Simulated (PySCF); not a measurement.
InO, SMILES [O]=[In], multiplicity 2. Geometry: B3LYP-D3(BJ)/def2-TZVP. The def2 effective core potentials stand for the cores of In; spin–orbit coupling is left out.

These are B3LYP-D3(BJ)/def2-TZVP (PySCF) values and carry that method's errors.

Harmonic wavenumbers (cm⁻¹): 569. Rotational constants (GHz): 9.533 (linear); symmetry number 1.

Work out the zero-point energy and the ideal-gas rigid-rotor harmonic-oscillator thermochemistry at 298.15 K and 1 atm.

ZPE = ½ Σ hcν = ½ × 569 cm⁻¹ = 3.41 kJ/mol. H − E(el) = 12.55 kJ/mol. Entropy in J/(mol K): translation 169.53, rotation 62.19, vibration 2.11, spin 5.76, total 239.60. G − E(el) = -58.89 kJ/mol. Cp = 33.69 J/(mol K).
